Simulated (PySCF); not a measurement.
2-ethylidene-1,3-dioxole (C₅H₆O₂), SMILES CC=C1OC=CO1.

The structure is a stationary point at B3LYP-D3(BJ)/def2-SVP.

Method: TDA-PBE/def2-SVPD (PySCF).

Vertical excitations. Isolated molecule, no solvent. State labels are in the subgroup Cs.

```tsv
state	symmetry	energy (eV)	λ (nm)	f	main pairs
S1	A'	4.22	294	0.017	HOMO→LUMO 91 %
S2	A"	4.57	271	0.010	HOMO→LUMO+1 100 %
S3	A"	5.03	246	0.003	HOMO→LUMO+3 100 %
S4	A"	5.40	230	0.002	HOMO→LUMO+4 90 %
S5	A"	5.48	226	0.001	HOMO→LUMO+5 90 %
S6	A"	5.95	208	0.006	HOMO→LUMO+6 100 %
S7	A'	6.18	201	0.386	HOMO→LUMO+2 73 %, HOMO−1→LUMO+2 11 %
S8	A"	6.27	198	0.022	HOMO→LUMO+7 100 %
S9	A'	6.54	190	0.128	HOMO→LUMO+8 89 %
S10	A"	6.70	185	0.005	HOMO→LUMO+9 100 %
T1	A'	3.33	373	0	HOMO→LUMO 97 %
T2	A'	4.12	301	0	HOMO→LUMO+2 97 %
T3	A"	4.49	276	0	HOMO→LUMO+1 100 %
T4	A"	4.97	250	0	HOMO→LUMO+3 100 %
```
Triplets are in the Tamm–Dancoff approximation.
